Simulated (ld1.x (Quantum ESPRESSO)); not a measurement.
## Building the RRKJ potential for sulfur (S) (LDA (PZ), non-relativistic).

```json
{"Element": "S", "Generator": "ld1.x (Quantum ESPRESSO) 7.5", "Type": "norm-conserving RRKJ (Kleinman–Bylander form)", "Functional": "LDA (PZ)", "Relativity": "non-relativistic", "Frozen core": "[Ne]", "Valence charge": "6", "Reference configuration": "3s2 3p4", "Partial waves": "3s (bound): rc 1.45 bohr; 3p (bound): rc 1.40 bohr", "Local potential": "the p channel", "Core correction": "a·sin(br)/r model core inside 0.95 bohr", "rho0": "0.02"}
```

All-electron outer shells of the reference configuration (LDA (PZ), non-relativistic, ld1.x):

```
shell  level (eV)  outermost node (bohr)  outermost maximum (bohr)
   2p     -156.50                      –                      0.33
   3s      -17.17                   0.60                      1.40
   3p       -7.12                   0.58                      1.59
```

(1) Estimate the cutoffs (Ry, on a coarse ladder) from which the occupation-weighted sum of valence levels, in a spherical-Bessel basis at the reference potential, stays within 10 and 1 mRy of its value at 400 Ry.

(2) What does a ghost test show?

(3) Which valence shell sets the plane-wave cutoff?

(4) Tests: 3s2 3p3; 3s2 3p2; 3s2 3p1; 3s1 3p5; 3s2 3p0; 3s2 3p4.3; 3s1 3p4. Which has the largest error in its energy relative to the reference configuration, and how large is it?

Results:

(1) 55 Ry and 80 Ry.

(2) No extra level below or beside the all-electron valence levels (s, p, d, f tested).

(3) 3s: its level needs 70 Ry to come within 1 mRy, against 15 Ry for 3p.

(4) 3s2 3p0, with +177 meV (all-electron minus pseudo) on +115.41 eV.
